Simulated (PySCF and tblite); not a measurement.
The numbers below are computed, except where a source is named.
System: C7H14O, numbered as in [CH3:1][O:2][C@@H:3]1[CH2:4][CH2:5][C@@H:6]([CH3:7])[CH2:8]1.

Level: CAM-B3LYP/pcSseg-1 + D3(BJ) on GFN2-xTB stationary points, with GFN2-xTB thermal terms. Rates follow Eyring's equation with the number of equivalent paths and no tunnelling. (PySCF 2.14 with density fitting, tblite 0.8.)

(1) How high is the barrier to the rotation about the C3–O2 bond (torsion C4–C3–O2–C1 from -73° to 67°, rising), through which structure does it pass, and what rate follows at 298 K?

Results:

(1) The electronic barrier is 5.8 kcal/mol and ΔG‡(298 K) 6.3 kcal/mol, over a C1 saddle with an imaginary mode of 127i cm⁻¹ (GFN2-xTB). With 1 equivalent path, k is 1.5×10⁸ s⁻¹, a mean lifetime of the start of 6.6 ns against this motion. The end lies 2.8 kcal/mol above the start in free energy.
